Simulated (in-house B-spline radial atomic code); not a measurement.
**RPA and G0W0 on wB97X: As**

Configuration [Ar] 3d10 4s2 4p3, highest spin, mean-field start wB97X. Computed with an all-electron radial atomic-structure program (B-spline basis): all electrons, scalar-relativistic (spin-free one-electron X2C), finite nucleus, each spin shell either full or empty, empty states to l = 9 with an (l + 1/2)⁻⁴ tail; G0W0 by contour deformation at full frequency.

Command:
```bash
python run_gw.py task.json out
```
Settings (radii: box in bohr, nucleus in fm):
```
Z                        33
electrons                33
configuration            [Ar] 3d10 4s2 4p3
hamiltonian              x2c
method                   wb97x
lmax                     9
rms_radius               4.0968
spin_polarised           True
box_radius               40
intervals                73
```

Time taken, with all properties: 8.9 s on 1 thread of Arm Neoverse N1, with other jobs on the host.

Energies (hartree):

```json
{"term": "mean-field total", "value": "-2260.84093"}
{"term": "Hartree-Fock functional on these orbitals", "value": "-2259.06733"}
{"term": "direct second order", "value": "-2.6909"}
{"term": "second-order exchange", "value": "0.78378"}
{"term": "SOSEX correction", "value": "0.72013"}
```

Task: What is the RPA correlation energy, and what remains with SOSEX?

Result: RPA gives -2.3199 hartree (-1.91 eV per electron); RPA + SOSEX gives -1.5998, and the second-order doubles -1.9071 hartree (no singles). SOSEX takes back 31 % of the RPA value.

Quasi-particle levels (eV):

```csv
level,occupied,mean field,Σx - vxc,Σc,QP weight,G0W0
4p up,yes,-9.208,-0.75,?,?,?
4s down,yes,-16.789,1.37,-1.55,0.925,-16.974
4p down,no,-1.128,2.74,-1.93,0.940,-0.311
```

G0W0 = mean field + (Σx - vxc) + Σc, with Σc (partial-wave tail included) taken at the quasi-particle energy. Only the outer levels were computed. Levels of low weight are left out.

Task: Where does G0W0 put 4p up?

Result: At -10.239 eV, with Σc = -0.28 eV and a quasi-particle weight of 0.936. The tabulated removal energy is 9.789 eV (NIST, measured); the calculation leaves out spin-orbit coupling, Breit and QED terms, and what these don't explain is the method's own error.
